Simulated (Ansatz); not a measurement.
`[F][In]([SH])[Br]` + H₂ → `[F][InH][SH]` + HBr  (hydrogenolysis of the In–Br bond)

Computed with Ansatz on PBE0-D4/def2-TZVP structures; ΔE is electronic, products minus reactants. CCSD(T)/CBS is the MP2 limit (def2-TZVPP, def2-QZVPP) plus CCSD(T) − MP2 in def2-TZVPP, frozen cores. This one scheme is used for every species. DFT in def2-TZVPP. Elements past krypton have def2 core potentials. For Br, In outer-core shells are correlated without core-valence functions, which leaves a few kJ/mol of doubt a bond. Scalar relativity is left out up to krypton. Each species was taken in one conformer, which may not be the lowest.

`[F][In]([SH])[Br]`:

Z-matrix (Å, degrees):
```
In
F 1 1.935
Br 1 2.439 2 115.3
S 1 2.351 2 118.0 3 179.8
H 4 1.345 1 92.1 2 179.9
```

H₂:

Z-matrix (Å, degrees):
```
H
H 1 0.746
```

`[F][InH][SH]`:

```xyz
5

F     0.798   -1.707   -0.054
In   -0.505   -0.321    0.390
S     0.232    1.703   -0.574
H    -1.844   -0.771    1.323
H     1.319    1.096   -1.085
```

HBr:

Z-matrix (Å, degrees):
```
Br
H 1 1.420
```

| level | ΔE (kJ/mol) |
| --- | --- |
| r2SCAN-D4 | 102.3 |
| BHLYP | 96.7 |
| HF/def2-SVP | 92.9 |
| MP2/def2-TZVPP | 107.2 |

Question: What does CCSD(T)/CBS give? (Estimate.)

Answer: Ansatz gave: +105.2 kJ/mol. The listed levels differ from it by -2.9, -8.5, -12.3, 2.0 kJ/mol.

Largest T1 diagnostic among the species: 0.016.

At CCSD(T), def2-SVP lies −7.7 kJ/mol from the extrapolated value and def2-TZVPP −7.8 kJ/mol. From BLYP to BHLYP (50 % exact exchange), in def2-TZVPP and without D4, ΔE moves by +3.6 kJ/mol.
